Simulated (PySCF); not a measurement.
A structure optimised at PBE-D3(BJ)/def2-SVP, used in a PySCF frequency run:

```
S
Ge 1 2.2495
H 2 1.5474 1 105.43
H 2 1.5525 3 110.69 1 -119.22
H 2 1.5525 3 110.69 4 -121.55
Ge 1 2.2495 2 98.17 3 180.00
H 6 1.5474 1 105.43 2 180.00
H 6 1.5525 7 110.69 1 119.22
H 6 1.5525 7 110.69 8 121.55
```
Charge 0, spin multiplicity 1.

Problem. Write its SMILES, formula and point group.

Solution. [GeH3][S][GeH3], Ge2H6S, C2v

Problem. What are its rotational constants (standard atomic weights)?

Solution. 7.2668, 1.1106, 0.98779 GHz
